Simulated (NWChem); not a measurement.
System: C2H3CuFN; SMILES C(#[N]->[Cu][F])C

```xyz
8

Cu    -0.2868     0.6505    -0.6709
F     -0.7931     1.8176    -1.8688
C      1.0022    -2.2875     2.3591
C      0.5765    -1.3239     1.3624
N      0.2332    -0.5421     0.5557
H      0.9293    -1.8509     3.3762
H      2.0547    -2.5895     2.1812
H      0.3650    -3.1946     2.3200
```
Atoms are numbered in this order, from 1.

Computed with NWChem. All runs use the structure optimised with PBE-D3(BJ)/def2-SVP. Not confirmed as a minimum by frequencies. Vzz is the largest principal value of the second derivative of the potential at the nucleus (NWChem prints the opposite sign); η is the asymmetry. Non-relativistic.

Question: What does the run give for PBE/def2-SVP? Quantities: Vzz Cu1 (a.u.); η Cu1; Vzz N5 (a.u.); η N5.

Answer: 
- Vzz Cu1 (a.u.) = 0.267
- η Cu1 = 0.00
- Vzz N5 (a.u.) = -0.340
- η N5 = 0.00
